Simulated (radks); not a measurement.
Q: All-electron atom: the iodine ion I+ in [Kr] 4d10 5s2 5p4. All-electron calculation, scalar-relativistic Kohn-Sham, XLYP, spin-polarised, spherical densities, finite nucleus; open shells are filled with parallel spins first (spin-orbit coupling, left out, can overturn this in heavy ions); Fermi nuclear charge, rms radius 4.75 fm. Program: a radial shooting solver on a logarithmic mesh with Libxc functionals. Some entries of the table are withheld. Estimate them.

| orbital | occ. | eigenvalue (eV) | <r^2> (bohr^2) |
|---|---|---|---|
| 1s up | 1 | -32999.66 | 0.001005 |
| 1s down | 1 | -32999.59 | 0.001005 |
| 2s up | 1 | -5106.587 | 0.01619 |
| 2s down | 1 | -5106.554 | 0.01619 |
| 2p up | 3 | -4584.787 | 0.01282 |
| 2p down | 3 | -4584.729 | 0.01282 |
| 3s up | 1 | -1037.936 | 0.1128 |
| 3s down | 1 | -1037.875 | 0.1128 |
| 3p up | 3 | -868.8479 | 0.1130 |
| 3p down | 3 | -868.7786 | 0.1130 |
| 3d up | 5 | -615.4704 | 0.09859 |
| 3d down | 5 | -615.4038 | 0.09858 |
| 4s up | 1 | -189.8717 | 0.6184 |
| 4s down | 1 | -189.7258 | 0.6183 |
| 4p up | 3 | -136.8640 | 0.7150 |
| 4p down | 3 | -136.7155 | 0.7142 |
| 4d up | 5 | -59.6319 | 0.9963 |
| 4d down | 5 | -59.4082 | 0.9889 |
| 5s up | 1 | (1) | 4.157 |
| 5s down | 1 | (2) | 4.161 |
| 5p up | 3 | -15.7238 | (3) |
| 5p down | 1 | -14.4920 | (4) |

A: 
(1) 5s up eigenvalue (eV): -26.6514
(2) 5s down eigenvalue (eV): -25.4179
(3) 5p up <r^2> (bohr^2): 6.122
(4) 5p down <r^2> (bohr^2): 6.343
